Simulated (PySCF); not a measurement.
Isomers of C7H11N, from PySCF 2.14.0, PBE0-D3(BJ)/def2-SVP geometry optimisation, gas phase. One conformer each, no zero-point energy, no frequencies.

Question: Which is lower in electronic energy at this level?
A. `[CH2:1]=[CH:2][CH2:3][C@@H:4]([CH3:5])[CH2:6][C:7]#[N:8]` with C1–C2–C3–C4 116°, C2–C3–C4–C5 176°, C3–C4–C6–C7 -61°: A = 2374, B = 1656, C = 1160 MHz, dipole 3.85 D
B. `[CH:1]#[C:2][CH2:3]/[C:4]([CH2:5][CH3:6])=[N:7]\[CH3:8]` with C2–C3–C4–C5 -99°, C3–C4–C5–C6 176°: A = 2722, B = 1411, C = 1085 MHz, dipole 1.48 D

Answer: A. That is `N#CC[C@H](C)CC=C`, 36.5 kcal/mol below the other.

| SMILES | mapped SMILES | E (Eh) | relative (kcal/mol) | relative (kJ/mol) | dipole (D) |
| --- | --- | --- | --- | --- | --- |
| C=CC[C@@H](C)CC#N | [CH2:1]=[CH:2][CH2:3][C@@H:4]([CH3:5])[CH2:6][C:7]#[N:8] | -327.46410 | 0.0 | 0.0 | 3.85 |
| C#CC/C(CC)=N\C | [CH:1]#[C:2][CH2:3]/[C:4]([CH2:5][CH3:6])=[N:7]\[CH3:8] | -327.40592 | 36.5 | 152.7 | 1.48 |

As drawn, the lower has a C≡N group and a C=C bond outside aromatic rings, which the higher lacks; the higher has a C≡C bond and a C=N bond, which the lower lacks.
